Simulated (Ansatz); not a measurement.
Calculated with Ansatz (gas phase, PBE0-D4/def2-TZVP geometries, no zero-point term in ΔE). CCSD(T)/CBS is the MP2 limit (def2-TZVPP, def2-QZVPP) plus CCSD(T) − MP2 in def2-TZVPP, frozen cores. Functionals use def2-TZVPP. Each species was taken in one conformer, which may not be the lowest.

Consider the redistribution: `COB(C)O[SiH3]` + `[AlH2][SiH2]O[SiH3]` → `CO[B](C)[AlH2]` + `[SiH3]O[SiH2]O[SiH3]`.

| level | ΔE (kJ/mol) |
| --- | --- |
| r2SCAN-D4 | 41.5 |
| r2SCAN | 41.7 |
| HF/def2-TZVPP | 38.4 |
| CCSD/def2-TZVPP | 39.4 |
| HF/def2-QZVPP | 36.1 |
| MP2/def2-QZVPP | 32.8 |
| SCS-MP2/def2-QZVPP | 31.7 |
| MP2/CBS(def2) | 32.4 |

Question: What does CCSD(T)/CBS give? (Best estimate.)

Answer: Ansatz gave: +36.2 kJ/mol. The listed levels differ from it by 5.3, 5.5, 2.2, 3.2, -0.1, -3.4, -4.5, -3.8 kJ/mol.

Largest T1 diagnostic among the species: 0.013.
